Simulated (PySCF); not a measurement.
A structure optimised at PBE0-D3(BJ)/def2-SVP, used in a PySCF frequency run:

```
O
Si 1 1.6546
O 2 1.6619 1 102.76
H 3 0.9611 2 115.99 1 166.33
Si 1 1.6620 2 137.08 3 -2.00
N 2 1.7136 1 115.58 5 117.53
H 6 1.0137 2 119.25 1 89.34
H 6 1.0144 7 110.99 2 147.70
H 2 1.4843 1 108.38 5 -123.33
H 5 1.4912 1 107.56 2 -179.52
H 5 1.4927 10 109.12 1 120.78
H 5 1.4942 10 108.80 11 118.95
```

Write its SMILES and formula.

N[Si@H](O)O[SiH3], H7NO2Si2

What are its rotational constants (standard atomic weights)?

5.9492, 1.8003, 1.5570 GHz
